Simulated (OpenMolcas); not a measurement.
Cu2+: the spin-orbit constant, worked from levels

```
Program             : OpenMolcas 26.06
Basis               : ANO-RCC-VTZP [6s5p3d2f1g]
Scalar Hamiltonian  : DKH2, point nucleus
Active space        : 9 electrons in 6 orbitals (3d 4s)
State averaging     : 2S+1 = 2 even, 29 roots; 2S+1 = 4 even, 10 roots kept (CI in the orbitals of an earlier block)
Spin-orbit coupling : RASSI with atomic mean-field integrals over the reference wave functions, term energies averaged over their components
```

Methods: CASSCF; MS-CASPT2, IPEA 0.25 Eh, imaginary shift 0.1 Eh (closed shells correlated: 3s 3p). Measured levels: Sugar and Musgrove, J. Phys. Chem. Ref. Data 19, 527 (1990).

**The spin-orbit constant.** For the Hund term 2D of d9, E(J) = (A/2) J(J+1) + constant and ζ = -2S·A = -A. From J = 3/2 to J = 5/2 the energy changes by 2.5 A.

| Source | E(5/2) - E(3/2) | A | ζ |
| --- | --- | --- | --- |
| CASSCF | -2185.5 | -874.2 | 874 |
| MS-CASPT2 | -2185.5 | -874.2 | 874 |
| measured | -2071.7 | -828.7 | 829 |

All in cm-1. MS-CASPT2 is off by +5.5 % and CASSCF by +5.5 %. Both methods take the spin-orbit matrix elements from the reference wave functions, so the second can move ζ only through the term energies and any multistate remixing.

CASPT2 does not keep the components of a term degenerate, so their means are used; among the terms shown or strongly mixed into the levels shown the widest spread is 10 cm-1 (3d9 2D, MS-CASPT2). Without dynamic correlation excited terms often stand tens of per cent too high (terms of higher spin than the ground term too low), and those without a measured partner can miss by more than the paired ones (holds for CASSCF). Measured partners are found by configuration, term and J. A level has none where our copy of the source lacks it or the pairing is in doubt (some pairs that miss far off the trend of their configuration count as doubtful), and it then counts in no deviation. Only configurations of the active space appear.
